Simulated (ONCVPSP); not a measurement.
# tungsten: one change to an ONCV potential, before and after

| Property | Result |
| --- | --- |
| Element | tungsten |
| Generator | ONCVPSP 4.0.1 |
| Type | optimised norm-conserving Vanderbilt (ONCV) |
| Functional | PBE |
| Relativity | scalar-relativistic |
| Frozen core | [Kr] 4d10 4f14 |
| Valence charge | 14 |
| Reference configuration | 5s2 5p6 5d4 6s1 (charge +1) |
| Partial waves | 5s+6s: rc 1.95 bohr, ncon 3, nbas 7, qcut 6.5 1/bohr, 2 projectors; 5p: rc 1.55 bohr, ncon 4, nbas 9, qcut 8.8 1/bohr, 2 projectors, debl 0.6 Ha; 5d: rc 2.70 bohr, ncon 3, nbas 8, qcut 4.8 1/bohr, 1 projector |
| Local potential | polynomial inside 1.25 bohr (lpopt 4, dvloc0 0 Ha) |
| Core correction | Teter function, fcfact 2.5, rcfact 1.2 |

In the p channel the program set the typed energies aside and used -1.864, 0.250 Ha.

Change: s: qcut 5.

Cutoffs: the cutoffs (Ha) at which the residual kinetic energy of the hardest occupied pseudo-wave falls to 1 and 0.1 mHa per electron; they do not see the model core or the augmentation charge, which bear on the density cutoff. Errors are all-electron minus pseudo energies relative to the spin-unpolarised reference configuration.

Problem. How do hardness, ghosts and transferability respond?

Solution. The potential gets neither clearly harder nor softer (27 Ha and 32 Ha → 27 Ha and 32 Ha); the p channel sets the loose cutoff, while the largest relative change is in s, which becomes softer; of the 4 tests that both files solve, the error grows in 1 and shrinks in 2 by more than 15 % and 0.3 meV (median size 2.2 → 2.0 meV); neither file shows a bound ghost.

| quantity | base | changed |
| --- | --- | --- |
| cutoff, loose | 27 Ha | 27 Ha |
| cutoff, tight | 32 Ha | 32 Ha |
| loose cutoff by channel | s 13 Ha, p 27 Ha, d 9.1 Ha | s 6.5 Ha, p 27 Ha, d 9.1 Ha |
| bound ghosts | none | none |
| GHOST(+) flags under 300 eV | d at 264.5 eV | d at 264.5 eV |
| error for 5s2 5p6 5d4 6s2, meV [ΔE -8.88 eV] | +2.9 | +2.1 |
| error for 5s2 5p6 5d4 6s0, meV [ΔE 15.68 eV] | -11 | -12 |
| error for 5s2 5p6 5d3 6s0, meV [ΔE 41.06 eV] | -1.3 | -1.9 |
| error for 5s2 5p6 5d4 6s1.5, meV [ΔE -5.25 eV] | +1.5 | +1.2 |
| s: phases at 1.98 bohr within 0.05 rad from the reference energy up to (Ha; the scan ends near 5) | 4.2 | 3.2 |
| p: phases at 1.57 bohr within 0.05 rad from the reference energy up to (Ha; the scan ends near 5) | to the end of the scan | to the end of the scan |
| d: phases at 2.75 bohr within 0.05 rad from the reference energy up to (Ha; the scan ends near 5) | 0.4 | 0.4 |
| rms error of d²Exc/dni dnj with the model core, mHa | 3.03 | 3.35 |
